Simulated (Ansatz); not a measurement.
`[SiH3]NC=S` + CH₃SH → `CSC=S` + `N[SiH3]`  (substitution at a C–N bond)

Gas-phase electronic energies from Ansatz, PBE0-D4/def2-TZVP geometries. CCSD(T)/CBS is the MP2 limit (def2-TZVPP, def2-QZVPP) plus CCSD(T) − MP2 in def2-TZVPP, frozen cores. This one scheme is used for every species. Functionals use def2-TZVPP. B3LYP here is the variant with VWN-RPA as its local correlation; programs differ in this. HSE06 is defined as in plane-wave codes. Each species was taken in one conformer, which may not be the lowest.

```csv
level,ΔE (kJ/mol),difference from CCSD(T)/CBS
LDA (SPW92),21.1,3.0
PBE-D4,16.5,-1.6
revPBE-D4,16.0,-2.1
BLYP-D4,17.6,-0.5
B97M-V,17.1,-1.0
PBE0-D4,21.9,3.8
B3LYP-D4,22.0,3.9
r2SCANh-D4,18.9,0.8
r2SCAN0-D4,21.7,3.6
CAM-B3LYP-D4,27.6,9.5
ωB97X-V,27.3,9.2
ωB97M-V,23.6,5.5
B2PLYP,21.0,2.9
PBE,16.8,-1.3
revPBE,15.8,-2.3
BLYP,18.2,0.1
r2SCAN,16.9,-1.2
PBE0,22.1,4.0
B3LYP,22.6,4.5
r2SCANh,18.9,0.8
r2SCAN0,21.7,3.6
HSE06,21.8,3.7
BHLYP,29.0,10.9
CAM-B3LYP,27.8,9.7
LC-ωPBE,27.9,9.8
RPA@PBE/def2-TZVPP,22.7,4.6
MP2/def2-SVP,36.5,18.4
CCSD/def2-SVP,42.5,24.4
CCSD(T)/def2-SVP,40.0,21.9
HF/def2-TZVPP,40.2,22.1
MP2/def2-TZVPP,16.4,-1.7
SCS-MP2/def2-TZVPP,19.9,1.8
CCSD/def2-TZVPP,25.7,7.6
CCSD(T)/def2-TZVPP,21.9,3.8
HF/def2-QZVPP,40.1,22.0
MP2/def2-QZVPP,14.2,-3.9
SCS-MP2/def2-QZVPP,17.8,-0.3
HF/CBS(def2),40.1,22.0
MP2/CBS(def2),12.6,-5.5
CCSD/CBS(def2),21.9,3.8
CCSD(T)/CBS,18.1,0
```

Largest T1 diagnostic among the species: 0.017.

From r2SCAN to r2SCAN0 (25 % exact exchange), in def2-TZVPP and without D4, ΔE moves by +4.7 kJ/mol. In def2-TZVPP, CCSD(T) changes the Hartree–Fock value by −18.3 kJ/mol (the triples alone add −3.8 kJ/mol) and MP2 by −23.8 kJ/mol. At CCSD(T), def2-SVP lies +21.9 kJ/mol from the extrapolated value and def2-TZVPP +3.8 kJ/mol.
